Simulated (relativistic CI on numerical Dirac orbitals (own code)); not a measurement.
## d1 to d9 in one octahedral field

Computed with a parametric ligand-field model without spin-orbit coupling, by exact diagonalisation: B = 750, C = 2900, 10Dq = 26800 cm⁻¹ (Oh; |10Dq|/B = 35.7) for every shell. Energies in cm⁻¹; the field energy is (0.6 n_e − 0.4 n_t2) × 10Dq of the ground term; g labels are left out.

```csv
Shell,Ground term,Electrons in e,Field energy,First spin-allowed bands,Lowest term of other spin
d1,2T2,0.000,-10720,2E 26800,
d2,3T1,0.017,-20982,"3T2 25143, 3T1 34736",1T2 10637
d3,4A2,0.000,-32160,"4T2 26800, 4T1 34836",2E 14419
d4,?,?,?,?,?
d5,2T2,0.045,-52392,"2A2 23154, 2T1 23428",4T1 12917
d6,1A1,0.032,-63450,"1T1 24850, 1T2 34952",3T1 18602
d7,2E,1.023,-47615,"2T1 24673, 2T2 25316",4T1 12476
d8,3A2,2.000,-32160,"3T2 26800, 3T1 34836",1E 11676
d9,2E,3.000,-16080,2T2 26800,
```

Fill in the row of d4.

Ground term: 3T1; Electrons in e: 0.025; Field energy: -42219; First spin-allowed bands: 3E 24138, 3T1 24848; Lowest term of other spin: 1T2 8660. Low spin: d4, d5, d6, d7; the other shells keep the spin of the free ion. Only d4 to d7 can choose; the field needed to pair spins is smallest for d6 and largest for d5, which loses most exchange energy. In the strong-field picture 10Dq must exceed about 6B + 5C = 19000 (d4), 7.5B + 5C = 20125 (d5), 2.5B + 4C = 13475 (d6) and 4B + 4C = 14600 (d7); mixing of terms shifts these bounds somewhat.
